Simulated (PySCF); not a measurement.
Method: PBE0/[Ru def2-SVP with ECP28, S def2-SVP, F def2-SVP], scalar-relativistic core potentials, density fitting, no spin–orbit coupling, PySCF. Open shells, if any, are unrestricted.

Problem. What spin state, shape and geometry does isolated RuSF2 take (every ligand bound to Ru)?

Solution. Formally Ru is in oxidation state +4, d4, with 2 unpaired electrons (the high-spin count would be 4). The Mulliken spin on Ru is 1.57. The polar-tensor charge on Ru, 1.28, is far below the formal one. The lowest minimum found is a triplet of C2v symmetry with Ru–F 1.820 Å (×2), Ru–S 2.037 Å; F–Ru–F 137.8°, F–Ru–S 111.1° (×2). Its harmonic wavenumbers are 161 (b1), 180 (b2), 181 (a1), 572 (a1), 658 (a1), 714 (b2) cm⁻¹ and its dipole moment is 0.56 D.

Only a few start shapes were tried, so a lower isomer may exist. With open d or f shells other occupations or spin states may lie lower.
